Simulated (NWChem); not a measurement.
Molecule: TiHSF₃; SMILES [F][Ti]([SH])([F])[F]

```xyz
6

Ti     0.0281    -0.3602     0.0002
F     -0.8186    -0.9429     1.3905
F      1.6804    -0.8456     0.0071
F     -0.8062    -0.9444    -1.3970
S      0.0140     1.9132    -0.0006
H     -1.3423     1.9087    -0.0008
```
Atoms are numbered in this order, from 1.

Program: NWChem. Pople sets run with spherical d functions. All runs use the structure optimised with PBE0/def2-SVP. B3LYP is NWChem's, with the RPA form of VWN correlation.

Q: Order these by “dipole (D)”, lowest first: B3LYP/6-31G*; B3LYP/3-21G; B3LYP/STO-3G.

A: B3LYP/6-31G* (0.80), B3LYP/STO-3G (1.04), B3LYP/3-21G (1.36)
